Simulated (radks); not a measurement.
Task: These are the eigenvalues of the occupied orbitals of an atom or ion with whole-number occupations (eV). All-electron calculation, Dirac Kohn-Sham, Wu-Cohen GGA, spin-unpolarised, spherical densities, finite nucleus; Fermi nuclear charge, rms radius of each element as measured or else 0.836 A^(1/3) + 0.57 fm. Program: a radial shooting solver on a logarithmic mesh with Libxc functionals.

| orbital | eigenvalue |
|---|---|
| 1s1/2 | -10995.09 |
| 2s1/2 | -1409.607 |
| 2p1/2 | -1258.712 |
| 2p3/2 | -1226.819 |
| 3s1/2 | -207.1192 |
| 3p1/2 | -157.2987 |
| 3p3/2 | -153.0121 |
| 3d3/2 | -68.2442 |
| 3d5/2 | -67.6474 |
| 4d3/2 | -18.7699 |

Which element is it, and in what charge state? The configuration may be excited. Open shells, if any, fill j = l - 1/2 first.

Result: Z = 32, germanium, charge +3: Ge3+ in [Ar] 3d10 4d1. The list shows which subshells hold electrons but not how many an open one holds; the 1s level, -404.06 hartree, gives Z - s = 28.4 by -(Z - s)^2/2, which with screening and relativity narrows Z to a few neighbours, and the depths of the outer levels then fix element, charge and occupations together.
